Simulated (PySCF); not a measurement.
Atom-mapped SMILES (the numbers label the heavy atoms): `[CH:1]#[C:2][CH2:3][n:4]1[cH:5][cH:6][c:7]([CH:8]2[CH2:9][CH2:10]2)[n:11]1`. Each H is labelled by its parent atom. Ha(C9), Ha(C10) are cis to C7 on the ring; Hb(C9), Hb(C10) are trans to C7 on the ring.

Computed data (PySCF 2.14): GFN2-xTB structure, σ from GIAO-PBE0/pcSseg-1. Fast rotation and ring inversion assumed for equivalent nuclei, non-relativistic, one conformer, in vacuum.

δ = σ(ref) − σ, references computed at the same level: TMS for $^{13}$C.

Do the $^{13}$C shifts follow the atomic charges (in e)? Tabulate both.

Results:


| atoms | hybridisation | δ (ppm) | σ para (ppm) | Hirshfeld | IAO | Mulliken | ESP-fitted |
| --- | --- | --- | --- | --- | --- | --- | --- |
| C7 | sp2 | 159.5 | -224 | +0.03 | +0.09 | +0.26 | +0.42 |
| C5 | sp2 | 133.3 | -200 | -0.02 | -0.10 | +0.29 | -0.38 |
| C6 | sp2 | 105.8 | -179 | -0.11 | -0.26 | -0.36 | -0.38 |
| C2 | sp | 84.6 | -162 | -0.04 | -0.04 | +0.08 | +0.17 |
| C1 | sp | 80.8 | -149 | -0.11 | -0.23 | -0.32 | -0.56 |
| C3 | sp3 | 43.2 | -97 | +0.01 | -0.17 | +0.17 | -0.28 |
| C8 | sp3 | 12.9 | -67 | -0.04 | -0.14 | -0.21 | -0.17 |
| C9/C10 | sp3 | 12.0 | -80 | -0.09 | -0.29 | -0.18 | -0.28 |

Correlation coefficients of δ with charge over these carbons: Hirshfeld +0.32, IAO +0.61, Mulliken +0.47, ESP-fitted +0.36; with the paramagnetic shielding -0.99. With so few points, grouped by hybridisation, these coefficients are fragile. Charge is one influence among several: hybridisation and low-lying excitations act through the paramagnetic term.

Shifts are as computed. Against solution values, carbons near 30 ppm lie about +3 ppm off and those near 130 ppm about +5 ppm. Of 1211 compounds with measured shifts, 218 miss one by over three times the rms of a fit or turn the order of signals round; such compounds aren't used in these exercises.
